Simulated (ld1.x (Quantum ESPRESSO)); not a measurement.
## What one change does to a pseudopotential (strontium, RRKJ)

Sr (Z = 38), norm-conserving RRKJ (Kleinman–Bylander form), made with ld1.x (Quantum ESPRESSO) 7.5 (BLYP, scalar-relativistic). Core [Kr], reference 4d0 5s2 5p0. Waves: 5p (bound, empty): rc 3.85 bohr; 4d (bound, empty): rc 3.50 bohr; 5s (bound): rc 2.60 bohr. Local part: the s channel. Core correction: a·sin(br)/r model core inside 2.35 bohr.

Change: core correction a·sin(br)/r model core inside 3.10 bohr.

Cutoffs: the cutoffs (Ry, on a coarse ladder) from which the occupation-weighted sum of valence levels, in a spherical-Bessel basis at the reference potential, stays within 10 and 1 mRy of its value at 400 Ry; they do not see the model core or the augmentation charge, which bear on the density cutoff. Errors are all-electron minus pseudo energies relative to the spin-unpolarised reference configuration.

Q: Predict the effect on cutoff, ghosts and configuration errors.

A: The potential gets neither clearly harder nor softer (10 Ry and 18 Ry → 10 Ry and 18 Ry); of the 7 tests that both files solve, the error grows in 4 and shrinks in 2 by more than 15 % and 0.3 meV (median size 5.1 → 18.1 meV); neither file shows a bound ghost. A wider model core is smoother and lowers the density cutoff, which this test does not measure.

```tsv
quantity	base	changed
cutoff, loose	10 Ry	10 Ry
cutoff, tight	18 Ry	18 Ry
bound ghosts	none	none
error for 4d0 5s1 5p0, meV [ΔE 5.81 eV]	+0.4	+18
error for 4d0 5s1.5 5p0, meV [ΔE 2.28 eV]	+0.6	+3.4
error for 4d0 5s1 5p1, meV [ΔE 2.36 eV]	-6.1	+4.4
error for 4d0 5s0 5p2, meV [ΔE 4.89 eV]	-36	+16
error for 4d0.5 5s1.5 5p0, meV [ΔE 1.15 eV]	+1.8	+28
error for 4d1 5s1 5p0, meV [ΔE 2.34 eV]	+5.1	+88
error for 4d0 5s0 5p1, meV [ΔE 8.84 eV]	-37	+37
s: phases at 4.18 bohr within 0.05 rad from the reference energy up to (Ry; the scan ends near 5)	0.4	0.4
p: phases at 4.18 bohr within 0.05 rad from the reference energy up to (Ry; the scan ends near 5)	1.8	1.8
d: phases at 4.18 bohr within 0.05 rad from the reference energy up to (Ry; the scan ends near 5)	0.6	0.6
```
